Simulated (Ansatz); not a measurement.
`O=C1[SiH2][SiH]1Cl`. Total charge 0; spin multiplicity 1. The structure was optimised at the PBE0-D4/def2-TZVP level.

```xyz
8

O    -0.750   -1.546    1.672
C    -0.185   -0.747    0.990
Si    1.669   -0.271    0.619
Si   -0.691    0.615   -0.272
Cl   -1.294    0.221   -2.178
H     0.885    0.935   -0.373
H     1.485   -1.181   -0.592
H    -1.120    1.975    0.135
```

What is the dipole moment at ωB97M-V/def2-TZVPP? (Estimate.)

The calculation gave: 2.15 D, with components (0.20, 1.93, -0.92) D in this frame, pointing from negative to positive charge.

And with PBE, r2SCAN, B3LYP? (Estimate.)

Computed: PBE 1.82 D, r2SCAN 1.96 D, B3LYP 2.07 D.

Give the Mulliken charges with ωB97M-V, B3LYP, r2SCAN in def2-TZVPP. (Estimate.)

The calculation gave: 
| atom | ωB97M-V | B3LYP | r2SCAN |
| --- | --- | --- | --- |
| O1 | -0.23 | -0.22 | -0.25 |
| C2 | 0.07 | 0.09 | 0.09 |
| Si3 | 0.00 | 0.07 | 0.07 |
| Si4 | 0.32 | 0.40 | 0.41 |
| Cl5 | -0.16 | -0.19 | -0.20 |
| H6 | -0.01 | -0.07 | -0.04 |
| H7 | 0.00 | -0.04 | -0.04 |
| H8 | 0.01 | -0.03 | -0.04 |

B3LYP here is the variant with VWN-RPA as its local correlation; programs differ in this.
